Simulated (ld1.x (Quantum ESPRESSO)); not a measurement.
Transferability test, PAW potential for iron (Fe)

ld1.x (Quantum ESPRESSO) 7.5 input, shortened:

```
&input
   title='Fe', zed=26., rel=1, dft='PZ', iswitch=3,
   config='[Ar] 3d6 4s1.5 4p0.5'
 /
 &inputp
   pseudotype=3, lpaw=.true., tm=.true., lloc=-1, rcloc=1.80,
   nlcc=.false.,
   which_augfun='PSQ', rmatch_augfun=1.10
 /
6
4S  1  0   1.50   0.00  2.10  2.25  0.0
4S  1  0   0.00   0.20  2.10  2.25  0.0
4P  2  1   0.50   0.00  1.85  2.05  0.0
4P  2  1   0.00   3.20  1.85  2.05  0.0
3D  3  2   6.00   0.00  1.20  1.60  0.0
3D  3  2   0.00  -0.30  1.20  1.60  0.0
 &test
   configts(1)='3d6 4s1.5 4p0.5'
 /
```

Energies are relative to the spin-unpolarised reference configuration 3d6 4s1.5 4p0.5; without spin polarisation the order of configurations can differ from experiment. Spin-polarised rows fill each open shell by Hund’s rule, majority spin first. The frozen-core shift is the all-electron ΔE with the core orbitals held at their reference shape minus the fully relaxed ΔE.

```tsv
valence configuration	charge	ΔE all-electron (eV)	error AE − PS (meV)	frozen-core shift (meV)
3d6 4s2 4p0	0	-2.056	+0.3	-0.1
3d6 4s1 4p0	+1	6.925	+0.1	+1.2
3d6 4s0 4p0	+2	23.418	+8.3	+7.4
3d6 4s0 4p1	+1	12.059	+3.9	+2.6
3d6 4s0 4p2	0	6.558	+1.4	+1.3
3d4 4s0 4p0	+4	111.325	-1854	+1601
3d6 4s1.5 4p0.5 (spin-polarised)	0	-3.809	-2.8	+13
3d6 4s2 4p0 (spin-polarised)	0	-5.444	-8.8	+16
```

(1) What are ΔE and the potential's error for 3d5 4s0 4p0?

Levels in the configuration 3d6 4s0 4p0:

```tsv
level	all-electron (eV)	pseudo (eV)
3d	-26.032	-26.048
```

Results:

(1) ΔE = 57.946 eV all-electron; the error (AE − PS) is -371 meV.

These tests converged, but a pseudo level misses the all-electron one widely, so the file describes the atom poorly there or has found another state: 3d6 4s0 4p0: empty 4p by 2.0 eV (a node warning on the way). A variational frozen-core shift is positive and of second order in the change. This column holds negative values, so the frozen-core run of ld1.x carries numerical noise or an error of first order here, and the column gives no more than the rough size of the effect.
